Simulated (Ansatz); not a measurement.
Calculated with Ansatz (gas phase, PBE0-D4/def2-TZVP geometries, no zero-point term in ΔE). CBS: MP2 limit from def2 TZ/QZ plus the TZ coupled-cluster correction, frozen cores. This one scheme is used for every species. DFT in def2-TZVPP. B3LYP here is the variant with VWN-RPA as its local correlation; programs differ in this. For Ge outer-core shells are correlated without core-valence functions, which leaves a few kJ/mol of doubt a bond. Scalar relativity is left out up to krypton. Each species was taken in one conformer, which may not be the lowest.

`[NH2][AlH][O]C[SiH3]` + `[CH3][GeH2][SH]` → `[SiH3][CH2][GeH2][SH]` + `C[O][AlH][NH2]`  (formal exchange of groups at the Si–C bond)

(1) Is it downhill or uphill in electronic energy at CCSD(T)/CBS, and by how much? (Best estimate.)

(2) What do these levels give: PBE-D4, r2SCAN-D4, B3LYP-D4, ωB97M-V, B2PLYP, PBE, r2SCAN, PBE0, HF/def2-TZVPP, MP2/def2-TZVPP, CCSD(T)/def2-TZVPP, HF/def2-QZVPP? (An estimate is asked.)

Largest T1 diagnostic among the species: 0.012.

Answers

(1) Computed: Downhill: ΔE = -21.4 kJ/mol.

(2) The calculation gave: PBE-D4 -15.5, r2SCAN-D4 -17.5, B3LYP-D4 -16.1, ωB97M-V -18.6, B2PLYP -17.3, PBE -14.0, r2SCAN -17.2, PBE0 -17.4, HF/def2-TZVPP -19.1, MP2/def2-TZVPP -23.8, CCSD(T)/def2-TZVPP -20.9, HF/def2-QZVPP -18.8 kJ/mol.

From PBE to PBE0 (25 % exact exchange), in def2-TZVPP and without D4, ΔE moves by −3.3 kJ/mol.
